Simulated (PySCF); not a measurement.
Mo(S)2(F)(Me) (CH3FMoS2), SMILES [CH3][Mo]([F])(=[S])=[S], multiplicity 1. Coordinates come from a PBE0-D3(BJ)/def2-SVP optimisation. The multiplicity is an assumed one; no other spin state was optimised. The structure was generated by enumeration; whether it is a known compound was not checked. The def2 effective core potentials stand for the cores of Mo; spin–orbit coupling is left out.

Task: Give the equilibrium geometry at PBE0-D3(BJ)/def2-SVP (PySCF confirms it by a frequency run) as a Z-matrix, and its point group. (The exact figures need the calculation; the answer reports its results.)

Result: point group Cs.
```
Mo
F 1 1.8387
C 1 2.0771 2 110.22
H 3 1.0991 1 113.15 2 180.00
H 3 1.1033 4 109.46 1 119.31
H 3 1.1033 4 109.46 5 121.39
S 1 2.0947 2 114.56 3 -116.29
S 1 2.0947 2 114.56 3 116.29
```
Charge 0, spin multiplicity 1.
